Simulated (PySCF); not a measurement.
Working out the ionisation energy of N⁺

N⁺ [He] 2s2 2p2 (3P) → N²⁺ [He] 2s2 2p1 (2P). Calculation: PySCF 2.14, in x2c-TZVPPall (5s3p2d1f, 31 functions); the spin-free X2C one-electron Hamiltonian (Gaussian nucleus). Frozen: 1s2. Energies in hartree (1 hartree = 27.21139 eV):

```csv
part,N⁺ (lower),N²⁺ (upper)
UHF,-53.921524,-52.848339
CCSD correlation,-0.091635,-0.082295
(T),-0.001571,-0.001016
```

Q: What does Hartree-Fock give?

A: (-52.848339) − (-53.921524) = 1.073185 hartree = 29.203 eV.

Q: What do CCSD and CCSD(T) give?

A: The CCSD correlation energies differ by 0.009340 hartree = 0.254 eV and the triples by 0.000555 hartree = 0.015 eV, so CCSD gives 29.457 eV and CCSD(T) 29.472 eV.

A first-order spin-orbit estimate adds -0.003 eV to CCSD(T) (valence), giving 29.469 eV against 29.601 eV (semi-empirical (NIST evaluation); NIST Atomic Spectra Database, ionization energies).

What remains against the reference includes basis incompleteness, the frozen core and higher excitations.
